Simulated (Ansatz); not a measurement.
Relaxation of Cl2H4W (7 atoms, charge 0, multiplicity 1), to a largest force component of 0.03 eV/Å in at most 50 steps.

The calculation used Ansatz 0.2.0, RKS revPBE-D4/def2-SVP.

```xyz
7
Properties=species:S:1:pos:R:3
W -0.025 0.387 0.451
Cl 0.894 -0.368 2.488
H 1.473 -0.256 -0.020
Cl 0.021 2.490 -0.463
H -1.435 -0.441 0.013
H 0.124 -1.194 -0.071
H 0.169 0.053 -1.176
```

Problem. Where does it end, and by what steps?

Solution. The run converged. After 7 steps the energy has fallen by 0.105 eV; H3 moved furthest, 0.30 Å.

| step | energy less start (eV) | largest force component (eV/Å) | accepted |
| --- | --- | --- | --- |
| 0 | 0.0000 | 1.063 | yes |
| 1 | -0.0584 | 0.226 | yes |
| 2 | -0.0840 | 0.142 | yes |
| 3 | -0.0488 | 1.007 | no |
| 4 | -0.0988 | 0.100 | yes |
| 5 | -0.1035 | 0.114 | yes |
| 6 | -0.1030 | 0.058 | no |
| 7 | -0.1055 | 0.012 | yes |

```xyz
7
Properties=species:S:1:pos:R:3
W 0.070 0.390 0.484
Cl 0.688 -0.466 2.525
H 1.486 -0.076 -0.262
Cl 0.090 2.481 -0.472
H -1.350 -0.387 0.014
H 0.241 -1.223 0.065
H -0.004 -0.048 -1.133
```

Whether the end is a true minimum wasn't checked by a vibrational analysis.

Run time: 15 s on 1 thread of Intel(R) Xeon(R) 6975P-C (Granite Rapids), with other jobs on the host, peak memory 0.14 GiB.
